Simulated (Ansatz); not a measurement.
Ga5F, relaxed as a singlet with RKS PBE-D4/def2-SVP in Ansatz, starting from the GFN1-xTB geometry. Force threshold 0.02 eV/Å.

The restricted singlet is unstable towards broken spin symmetry in Hartree–Fock (as tested in another run); at PBE-D4/def2-SVP this wasn't settled. The structure comes from a short search, and lower isomers may exist.

Start:

```xyz
6

Ga    0.127   -2.325   -0.365
Ga    0.225   -0.319    1.737
Ga    1.138    0.291   -0.502
Ga   -1.630    1.519    1.681
Ga   -0.701    2.258   -0.424
F     0.840   -1.424   -2.127
```

| step | energy (eV) | largest force component (eV/Å) | SCF passes |
| --- | --- | --- | --- |
| 1 | -264531.7121 | 1.723 | 47 |
| 2 | -264532.0987 | 0.860 | 30 |
| 3 | -264532.2405 | 0.679 | 29 |
| 4 | -264532.3106 | 0.173 | 29 |
| 5 | -264532.3241 | 0.069 | 29 |
| 6 (rejected) | -264532.3076 | 0.204 | 28 |
| 7 | -264532.3299 | 0.093 | 24 |
| 8 | -264532.3375 | 0.142 | 24 |
| 9 | -264532.3542 | 0.257 | 29 |
| 10 | -264532.3883 | 0.325 | 29 |
| 11 | -264532.4336 | 0.331 | 30 |
| 12 | -264532.4748 | 0.292 | 29 |
| 13 | -264532.4832 | 0.444 | 28 |
| 14 | -264532.5424 | 0.298 | 28 |
| 15 | -264532.5996 | 0.208 | 28 |
| 16 | -264532.6667 | 0.205 | 28 |
| 17 | -264532.7125 | 0.299 | 28 |
| 18 (rejected) | -264532.7083 | 0.400 | 26 |
| 19 | -264532.7382 | 0.049 | 24 |
| 20 | -264532.7423 | 0.037 | 23 |
| 21 (rejected) | -264532.7422 | 0.058 | 22 |
| 22 | -264532.7428 | 0.005 | 21 |

Force components are those of the run's own axes.

End:

```csv
atom,x (Å),y (Å),z (Å)
Ga1,-0.040,-1.474,-0.048
Ga2,0.664,-0.466,2.121
Ga3,1.938,0.435,-0.241
Ga4,-1.708,0.499,0.913
Ga5,-0.307,1.549,-1.057
F6,-0.547,-0.543,-1.689
```

Bonds formed: Ga1–Ga4 (atoms count from 1).

No frequencies were taken in this run, so the end may be a saddle point.

Hardware: 4 threads of Arm Neoverse V2 on a shared host. Wall time 48 s.
